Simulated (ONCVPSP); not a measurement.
# Sc: variants of one ONCV potential

Base potential:

```
Element                 : Sc
Generator               : ONCVPSP 4.0.1
Type                    : optimised norm-conserving Vanderbilt (ONCV)
Functional              : PBE
Relativity              : scalar-relativistic
Frozen core             : [Ar]
Valence charge          : 3
Reference configuration : 3d1 4s1 (charge +1)
Partial waves           : 4s: rc 2.35 bohr, ncon 4, nbas 7, qcut 3 1/bohr, 1 projector; p scattering state at 0.03 Ha: rc 2.45 bohr, ncon 4, nbas 7, qcut 2.8 1/bohr, 1 projector; 3d: rc 1.80 bohr, ncon 3, nbas 8, qcut 9.5 1/bohr, 2 projectors, debl 0.8 Ha
Local potential         : polynomial inside 1.60 bohr (lpopt 3, dvloc0 4 Ha)
Core correction         : polynomial model core, fcfact 0.25
```

In the p channel the program set the typed energies aside and used 0.050 Ha.

Cutoffs, loose and tight: the cutoffs (Ha) at which the residual kinetic energy of the hardest occupied pseudo-wave falls to 1 and 0.1 mHa per electron. They do not see the model core or the augmentation charge, which bear on the density cutoff. Test errors are all-electron minus pseudo excitation energies from the reference, over the configurations 3d1 4s2; 3d1 4s0; 3d1 4s1.5; 3d0 4s2. A dash means not determined; rows that change the core or the reference have their own tests.

```csv
change,outcome,"cutoff, loose","cutoff, tight",bound ghosts,GHOST(+) flags above zero,largest test error (meV)
base,"generated, projector energies reset by the program",29 Ha,34 Ha,none,none,-43
s: qcut 1.8; p: qcut 1.7; d: qcut 5.8,"generated, projector energies reset by the program",27 Ha,95 Ha,none,none,+94
d: debl 0.45,"generated, projector energies reset by the program",29 Ha,34 Ha,none,none,-43
"d: rc 1.38; local potential polynomial inside 1.38 bohr (lpopt 3, dvloc0 4 Ha)","generated, projector energies reset by the program",36 Ha,41 Ha,none,s,+26
```

Q: What comes out with this change to the base: core correction polynomial model core, fcfact 0.2?

A: outcome: generated, projector energies reset by the program; cutoff, loose: 29 Ha; cutoff, tight: 34 Ha; bound ghosts: none; GHOST(+) flags above zero: none; largest test error (meV): +38.

Q: What comes out with this change to the base: d: rc 2.04?

A: outcome: generated, projector energies reset by the program; cutoff, loose: 26 Ha; cutoff, tight: 31 Ha; bound ghosts: none; GHOST(+) flags above zero: none; largest test error (meV): +27.

Q: What comes out with this change to the base: s: qcut 1.8?

A: outcome: generated, projector energies reset by the program; cutoff, loose: 29 Ha; cutoff, tight: 34 Ha; bound ghosts: none; GHOST(+) flags above zero: none; largest test error (meV): -34.
